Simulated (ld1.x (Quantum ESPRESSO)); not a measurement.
iodine (I), TM: configuration errors across variants

```json
{
  "Element": "I",
  "Generator": "ld1.x (Quantum ESPRESSO) 7.5",
  "Type": "norm-conserving Troullier–Martins (Kleinman–Bylander form)",
  "Functional": "PBEsol",
  "Relativity": "fully relativistic",
  "Frozen core": "[Kr]",
  "Valence charge": "17",
  "Reference configuration": "4d10 5s2 5p5",
  "Partial waves": "5s (bound): rc 1.30 bohr; 5p (bound): rc 1.45 bohr; 4d (bound): rc 1.35 bohr",
  "Local potential": "the d channel",
  "Core correction": "Bessel-smoothed model core, default radius (core density twice the valence density)"
}
```

Open shells are filled in proportion to 2j + 1 (rel_dist='average').

All-electron excitation energies from the reference (eV): (1) 4d10 5s2 5p4 11.177; (2) 4d10 5s2 5p3 31.090; (3) 4d10 5s2 5p2 60.510; (4) 4d10 5s1 5p5 22.140; (5) 4d10 5s1 5p6 10.400; (6) 4d9 5s2 5p5 58.133; (7) 4d10 5s2 5p1 100.046.

3 further variants failed, have other tests or too few solved ones, and are left out.

A true bound ghost makes a file unfit for plane-wave use even where its test errors are small: the radial tests pick states by their node count and pass the ghost by.

The file “base” misses its own reference levels by 1.0 eV. The file “wave 4d (bound): rc 1.35 bohr becomes 4d (bound): rc 0.98 bohr” misses its own reference levels by 1.0 eV. The file “wave 4d (bound): rc 1.35 bohr becomes 4d (bound): rc 1.14 bohr” misses its own reference levels by 1.0 eV. The file “wave 4d (bound): rc 1.35 bohr becomes 4d (bound): rc 1.26 bohr” misses its own reference levels by 1.0 eV. The file “wave 4d (bound): rc 1.35 bohr becomes 4d (bound): rc 1.42 bohr” misses its own reference levels by 1.0 eV. The file “wave 4d (bound): rc 1.35 bohr becomes 4d (bound): rc 1.52 bohr” misses its own reference levels by 1.0 eV. The file “wave 4d (bound): rc 1.35 bohr becomes 4d (bound): rc 1.66 bohr” misses its own reference levels by 1.0 eV.

Errors AE − PS in meV (a dash: test not solved or not reliable):

```tsv
change	(1)	(2)	(3)	(4)	(5)	(6)	(7)	bound ghosts
base	-2.9	-13	-25	-20	-8.7	-477	-22	s, p3/2, p1/2
wave 4d (bound): rc 1.35 bohr becomes 4d (bound): rc 0.98 bohr	-1.6	-7.0	-12	-15	-7.4	-398	-4.0	s, p1/2, p3/2
wave 4d (bound): rc 1.35 bohr becomes 4d (bound): rc 1.14 bohr	-1.9	-8.3	-15	-16	-7.6	-418	-8.7	s, p1/2, p3/2
wave 4d (bound): rc 1.35 bohr becomes 4d (bound): rc 1.26 bohr	-2.3	-10	-19	-18	-8.1	-445	-15	s, p3/2, p1/2
wave 4d (bound): rc 1.35 bohr becomes 4d (bound): rc 1.42 bohr	-3.5	-15	-30	-23	-9.3	-505	-29	s, p3/2, p1/2
wave 4d (bound): rc 1.35 bohr becomes 4d (bound): rc 1.52 bohr	-4.7	-20	-40	-28	-11	-558	-43	s, p3/2, p1/2
wave 4d (bound): rc 1.35 bohr becomes 4d (bound): rc 1.66 bohr	-6.7	-29	-56	-36	-13	-629	-63	s, p3/2, p1/2
```

Q: Give the same row for: wave 4d (bound): rc 1.35 bohr becomes 4d (bound): rc 0.86 bohr.

A: -1.0, -4.2, -5.5, -13, -6.9, -355, +6.0; bound ghosts: s, p1/2, p3/2.
